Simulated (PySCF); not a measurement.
**Telling isomers of C$_{5}$H$_{6}$N$_{2}$O$_{2}$ apart by NMR**

Level of theory: PBE0-D3(BJ)/def2-SVP structure, spin–spin couplings from B3LYP/pcJ-1 (spin–dipole term left out of most H,H and C,H couplings), shielding tensors at PBE0/pcSseg-1 (GIAO), in PySCF 2.14.0 with density-fitted response routines (rapidly exchanging positions averaged, one conformer, non-relativistic Hamiltonian, isolated molecule).

References, each an isolated molecule treated in the same way: TMS for 1H (31.27 ppm) and 13C (184.41 ppm). Multiplet labels drop J under 1 Hz and among equivalent protons, and merge close values. Unscaled 3J(H,H) run several per cent high. Shifts are as computed. Against solution values, carbons near 30 ppm lie about +2 ppm off and those near 130 ppm about +5 ppm. Of 1309 compounds with measured shifts, 239 miss one by over three times the rms of a fit or turn the order of signals round; such compounds aren't used in these exercises. OH and NH positions are gas-phase values without hydrogen bonding to other molecules.

(1) Tabulate the signals of `Cn1nc(O)ccc1=O`, `CC(=O)c1noc(C)n1` and their relative energies.

(2) What is the quickest way to tell Cn1nc(O)ccc1=O from CC(=O)c1noc(C)n1?

Answers

(1) 
| SMILES | carbon types | δC | δH | E rel. (kcal/mol) |
| --- | --- | --- | --- | --- |
| Cn1nc(O)ccc1=O | 2×C 2×CH 1×CH3 | 159.4, 151.9, 139.1, 129.1, 42.4 | 6.96 (d, 1H), 6.73 (d, 1H), 4.46 (br s, 1H), 3.46 (s, 3H) | 0.0 |
| CC(=O)c1noc(C)n1 | 3×C 2×CH3 | 192.9, 181.7, 168.9, 31.8, 13.5 | 2.64 (s, 3H), 2.63 (s, 3H) | 15.7 |

Energies are electronic energies at PBE0/pcSseg-1 on these geometries, without zero-point or thermal terms, each for the one conformer computed, which needn't be the lowest.

(2) Both give the same number of carbon signals, but DEPT or the intensities differ. The first has a unsaturated ring CH at 139.1 ppm, the second a ketone carbonyl carbon (C) at 192.9 ppm. Their most deshielded carbons lie at 159.4 and 192.9 ppm. In the proton spectra the most deshielded non-exchanging signals are 6.96 (d, J = 10.9 Hz, 1H) and 2.64 (s, 3H).
